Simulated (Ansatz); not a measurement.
Consider the atomization: `O[SiH2][O][ZnH]` → 4 H• + 2 O• + Si• + Zn (atom).

Program: Ansatz. Geometries: PBE0-D4/def2-TZVP. ΔE: electronic, gas phase. CBS: MP2 limit from def2 TZ/QZ plus the TZ coupled-cluster correction, frozen cores. This one scheme is used for every species, atoms too. For atomizations the MP2-based limit and the directly extrapolated one differ by several kJ/mol either way, and by 10 to 25 for some Ge, Se and Sn compounds, so smaller differences from it don't rank the levels. Functionals use def2-TZVPP. Open shells (•) are unrestricted, without spin–orbit coupling. Spin–orbit coupling would lower the free atoms: a little for O, Si. Bonds to Zn are less sure, by a few kJ/mol each and by 10 to 20 or more in all where they break to atoms, as the def2 sets lack core-valence functions. Scalar relativity is left out up to krypton. One conformer a species, not always the lowest.

CCSD(T)/CBS gives +2598.3 kJ/mol.

Question: Another level gave +1837.5 kJ/mol. Which?
A. ωB97X-V/def2-TZVPP
B. r2SCANh/def2-TZVPP
C. revPBE/def2-TZVPP
D. HF/def2-TZVPP

Answer: D. HF/def2-TZVPP 1837.5, ωB97X-V 2599.0, r2SCANh 2565.9, revPBE 2457.4 kJ/mol.

Largest T1 diagnostic among the species: 0.017.

From PBE to PBE0 (25 % exact exchange), in def2-TZVPP and without D4, ΔE moves by −42.9 kJ/mol: exact exchange takes away binding that semilocal exchange gives to molecules. Leaving LDA and LC-ωPBE aside and taking each functional with its dispersion term where it has one, the values, not all of them listed here, spread over 121.4 kJ/mol, from BHLYP-D4 to ωB97X-V. LDA lies +384.2 kJ/mol from PBE without D4, its usual overbinding.
